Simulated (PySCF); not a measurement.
SMILES O=CC[SiH2]c1cccs1 (C6H8OSSi), singlet, GFN2-xTB optimised geometry.

```
17

O     -2.30    -1.82    -3.18
C     -2.23    -1.03    -2.28
C     -2.54    -1.32    -0.86
Si    -0.92    -1.84     0.03
C      0.25    -0.37     0.00
C      1.61    -0.37     0.00
C      2.19     0.92     0.00
C      1.25     1.90     0.00
S     -0.34     1.27     0.01
H     -1.88     0.01    -2.46
H     -3.25    -2.14    -0.79
H     -2.95    -0.44    -0.37
H     -0.29    -2.96    -0.66
H     -1.29    -2.17     1.41
H      2.19    -1.28     0.00
H      3.25     1.11     0.00
H      1.39     2.96     0.00
```

Density from PBE0/def2-SVP (PySCF) at that geometry.

Minimum of the electron density along straight lines between bonded atoms, close to the bond critical point (lines longer than 1.1 times the sum of covalent radii, or with two minima, are not listed):

```csv
bond,length / Å,ρ at the minimum / e bohr⁻³,∇²ρ there / e bohr⁻⁵,position (fraction from the first atom)
O1–C2,1.203,0.415,0.50,0.67
C2–C3,1.477,0.269,-0.65,0.51
C3–Si4,1.922,0.105,0.28,0.62
Si4–C5,1.875,0.111,0.36,0.38
C5–C6,1.366,0.318,-0.79,0.51
C6–C7,1.410,0.297,-0.74,0.50
C7–C8,1.358,0.323,-0.82,0.49
C5–S9,1.740,0.206,-0.40,0.46
C8–S9,1.715,0.218,-0.48,0.47
C2–H10,1.109,0.276,-1.03,0.64
C3–H11,1.088,0.273,-0.99,0.63
C3–H12,1.088,0.272,-0.97,0.63
Si4–H13,1.462,0.119,0.32,0.49
Si4–H14,1.469,0.117,0.32,0.49
C6–H15,1.075,0.285,-1.10,0.63
C7–H16,1.075,0.284,-1.10,0.64
C8–H17,1.072,0.286,-1.13,0.64
```
